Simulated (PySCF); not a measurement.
**Relaxation of doublet ClTaN**

Level of theory: UPBE0 in PySCF with Ta def2-TZVP with ECP60, N def2-TZVP, Cl def2-TZVP; scalar-relativistic core potentials, no spin–orbit coupling; density-fitted integrals. A (50,194) grid was used.

A start displaced from a saddle point along its imaginary mode, of Cs symmetry, held to at least that symmetry:

```xyz
3
charge 0 multiplicity 2, angstrom
Ta    0.0000    0.0330   -0.2632
N     0.0003   -0.2500   -1.9656
Cl    0.0001   -0.0707    2.1488
```

(1) What does it relax to?

(2) How much energy is released, and in how many steps?

Results:

(1) It ends at Cs with Ta–Cl 2.289 Å, Ta–N 1.681 Å; Cl–Ta–N 105.5° (after a last refinement on a finer grid). A frequency run shows a minimum.

(2) 128.3 kJ/mol in 10 steps.

Open d and f shells are described by one determinant, and the ground state may have another occupation or spin. With an element this heavy the missing spin–orbit coupling can shift these numbers.

The relaxation took 24 s on 4 threads of a shared Arm Neoverse V1 host, with 108 basis functions and 11 gradients; the process peaked at 0.99 GiB.
